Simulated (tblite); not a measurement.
C6H6ClFO.
Atom-mapped SMILES: `[CH3:1][O:2][C:3]1=[C:4]([Cl:5])[C:6]([F:7])=[CH:8][CH2:9]1` (hydrogens: H10, H11, H12 on C1; H13 on C8; H14, H15 on C9)

Structure used (GFN2-xTB), in Å, numbered top down from 1:
```
atom  x, y, z in Å
C1    -2.4924    0.1348   -0.2313
O2    -1.3790   -0.7162   -0.4273
C3    -0.1557   -0.2613   -0.1187
C4     0.3167    0.9083    0.3707
Cl5   -0.5061    2.3601    0.8209
C6     1.7601    0.7902    0.4902
F7     2.5151    1.7919    0.9472
C8     2.1873   -0.4123    0.0918
C9     0.9973   -1.2036   -0.3380
H10   -3.3609   -0.4434   -0.5425
H11   -2.4128    1.0363   -0.8419
H12   -2.5947    0.4154    0.8189
H13    3.1948   -0.7758    0.0712
H14    1.0566   -1.5043   -1.3848
H15    0.8694   -2.1121    0.2519
```

All values are computed: GFN2-xTB (tblite) harmonic vibrations without scaling, gas phase. This tight-binding method is rough: wavenumbers can miss measured ones by several per cent, in bad cases by 10 to 20. One conformer, not necessarily the lowest.

Harmonic wavenumbers (cm⁻¹): 70.1, 143.9, 184.4, 202.8, 202.9, 262.4, 277.3, 327.6, 449.2, 457.1, 518.4, 582.5, 603.7, 680.5, 732.2, 869.6, 965.3, 994.3, 1037.1, 1048.3, 1059.0, 1113.9, 1160.9, 1183.8, 1217.5, 1278.1, 1320.7, 1395.1, 1398.3, 1459.1, 1471.1, 1623.8, 1668.2, 2970.3, 2973.8, 2981.9, 2992.4, 3026.8, 3175.7.

A = 1878, B = 1304, C = 777.1 MHz; mass 148.009 u (most abundant isotopes); point group Cs, symmetry number 1.

Problem. What is the zero-point energy?

Solution. ½Σν̃ = 23040 cm⁻¹ = 65.88 kcal/mol.

Problem. Give the ideal-gas entropy at 350 K and 1 bar in the rigid-rotor, harmonic-oscillator model (classical rotation).

Solution. Translation 41.71, rotation 29.99, vibration 27.01: S = 98.7 cal/(mol K).

Problem. And Cp and H(350 K) − H(0)?

Solution. Cp = 38.26 cal/(mol K), of which vibrations give 30.31 (their classical limit is 39 R = 77.5); H(350 K) − H(0) = 8.07 kcal/mol without the zero-point energy, 5.29 from vibrations.

Problem. How do the functions run with temperature in this model?

Solution. 
```tsv
T (K)	S (cal/(mol K))	Cp (cal/(mol K))	H − H(0) (kcal/mol)	G − H(0) (kcal/mol)	ln q(vib)
50	57.5	10.7	0.44	-2.43	0.17
100	66.7	16.4	1.12	-5.54	0.83
298.15	92.9	34.1	6.20	-21.51	4.86
373.15	101.2	40.0	8.98	-28.79	6.49
500	114.2	48.6	14.63	-42.47	9.23
750	136.3	60.2	28.36	-73.87	14.43
1000	154.7	67.4	44.38	-110.31	19.23
```

q(vib) and H(0) count from the zero-point level.

Problem. Which modes carry the vibrational entropy at 350 K?

Solution. 70.1 cm⁻¹: 4.47; 143.9 cm⁻¹: 3.06; 184.4 cm⁻¹: 2.58; 202.8 cm⁻¹: 2.41; 202.9 cm⁻¹: 2.40; 262.4 cm⁻¹: 1.93 cal/(mol K); the other 33 give 10.16 together.

Problem. What must be added to the electronic energy to get the Gibbs energy at 350 K and 1 bar?

Solution. ZPE + [H(350 K) − H(0)] − T·S = 65.88 + 8.07 − 34.55 = 39.40 kcal/mol.

Hindered rotation and anharmonicity are outside this model. Other conformers, if any are populated, would add a mixing term that is left out.

Run on one thread, Arm Neoverse V1, on a shared host. This covers the Hessian and the dipole derivatives.
